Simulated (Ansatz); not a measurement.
`[OH][Ga]([F])[F]` + silanol → `[F][Ga]([F])[O][SiH3]` + H₂O at 600 K and 1 bar (ligand exchange at a Ga–O bond).

Calculated with Ansatz (gas phase, PBE0-D4/def2-TZVP geometries, no zero-point term in ΔE). CBS: MP2 limit from def2 TZ/QZ plus the TZ coupled-cluster correction, frozen cores. This one scheme is used for every species. For Ga outer-core shells are correlated without core-valence functions, which leaves a few kJ/mol of doubt a bond. Scalar relativity is left out up to krypton. Each species was taken in one conformer, which may not be the lowest.

```
                species  CCSD(T)/CBS energy (Eh)  H − E (kJ/mol)  S (J/(mol·K))
     `[OH][Ga]([F])[F]`              -2199.41346            88.9          372.0
              `O[SiH3]`               -366.69042           135.7          307.9
`[F][Ga]([F])[O][SiH3]`              -2489.72997           149.4          474.8
                    H₂O                -76.37941            76.8          212.8
```

H − E and S are ideal-gas, rigid-rotor, harmonic terms from PBE0-D4/def2-TZVP, for one conformer and one mirror image of each species. 1 Eh = 2625.50 kJ/mol, R = 8.31446 J/(mol·K).

By hand: ΔE, ΔH, ΔS and ΔG.

ΔE = (-2489.72997) + (-76.37941) − (-2199.41346) − (-366.69042) = -0.00550 Eh = -14.4 kJ/mol. Δ(H − E) = 149.4 + 76.8 − 88.9 − 135.7 = 1.6, so ΔH = -12.8 kJ/mol. ΔS = 474.8 + 212.8 − 372.0 − 307.9 = 7.7 J/(mol·K). ΔG = -12.8 − 600 × (7.7)/1000 = -17.4 kJ/mol.

By hand: the equilibrium constant, and the temperature at which ΔG would vanish if ΔH and ΔS stayed fixed.

log₁₀ K = −ΔG/(RT ln 10) = 1.5. ΔH and −TΔS have one sign here, so there is no such temperature.

TΔS isn't small against ΔH here. A doubt of 5 kJ/mol in ΔE shifts log₁₀ K by 0.4 here. Other conformers and mirror images would add mixing entropy, several J/(mol·K) or more a flexible species. Modes under 60 cm⁻¹, often nearly free rotors, make the harmonic entropy too high. These are equilibria of isolated gas molecules and say nothing of rates. Largest T1 diagnostic: 0.015 (customary marks: 0.02 for closed shells, 0.045 for open ones).

ΔS is within the doubt of such terms, so its sign, and with it that verdict, could turn.
